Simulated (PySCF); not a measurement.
B3LYP has the VWN-RPA correlation part, as in Gaussian. Delta-SCF ions had no search for a lower state. Excitations are Tamm–Dancoff values on a coarser integration grid. The basis has no diffuse functions, so Rydberg states are missing or too high.

Cartesian coordinates (Å):
SMILES: O/C=C1\CO1
```xyz
9

O      1.7072     0.9971     0.1432
C      1.0071    -0.0394    -0.4389
C     -0.2488    -0.2717    -0.1262
C     -1.5045    -0.0930     0.5290
O     -1.2384    -1.1541    -0.4629
H      2.6004     1.0049    -0.2106
H      1.5208    -0.6592    -1.1628
H     -2.1946     0.6714     0.1883
H     -1.6492    -0.4561     1.5409
```
Charge 0, spin multiplicity 1.

Q: Predict the brightest of the four lowest singlets (TDA), T1 excitation (TDA), HOMO, dipole moment, vertical ionisation energy (Delta-SCF), S1–T1 gap (TDA), total energy and LUMO from B3LYP-D3(BJ)/def2-TZVP (PySCF).

A: 
The brightest of the four lowest singlets (TDA) is 7.11 eV and the T1 excitation (TDA) is 4.26 eV. The HOMO is -5.88 eV and the dipole moment comes out as 1.35 D. The vertical ionisation energy (Delta-SCF) is 8.42 eV and the S1–T1 gap (TDA) is 0.80 eV. The total energy is -267.1962 Ha. The LUMO is 0.34 eV.
